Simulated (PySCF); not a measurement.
## Cl²⁺: ionisation energy

Cl²⁺ [Ne] 3s2 3p3 [3p1/2^2 3p3/2^1, M_J = 3/2] → Cl³⁺ [Ne] 3s2 3p2 [3p1/2^2, M_J = 0], as a difference of total energies. Computed with PySCF 2.14 in an uncontracted even-tempered set (22 s from 0.054 bohr⁻², ratio 2.4; 15 p from 0.071 bohr⁻², ratio 2.4; 6 d from 0.92 bohr⁻², ratio 2.6; 5 f from 1.4 bohr⁻², ratio 2.6), with the two-component X2C-1e Hamiltonian. Correlated levels: 1s2 frozen; the 54 highest virtual spinors dropped. "Screened" scales the spin-orbit matrix elements by Boettger's factors to mimic the two-electron term; Breit and QED terms are absent.

| method | ionisation energy (eV) |
| --- | --- |
| GHF (screened spin-orbit) | 39.025 |
| GMP2 (screened spin-orbit) | 39.430 |

Task: How much does correlation contribute at GMP2 (screened spin-orbit)?

Result: 39.430 − (39.025) = 0.405 eV, measured against GHF (screened spin-orbit).

The labels give the starting determinants; with spin-orbit coupling the two ends relaxed to ⟨J²⟩ = 3.75, ⟨L²⟩ = 0.00, ⟨S²⟩ = 3.75 and ⟨J²⟩ = 1.87, ⟨L²⟩ = 2.00, ⟨S²⟩ = 2.00.

The determinant of Cl³⁺ mixes levels of different J (the jj label is only the starting occupation), so the difference between spin-free and spin-orbit rows is not the physical spin-orbit shift.

For comparison: 39.8 ± 0.11 eV (semi-empirical (NIST evaluation); NIST Atomic Spectra Database, ionization energies).
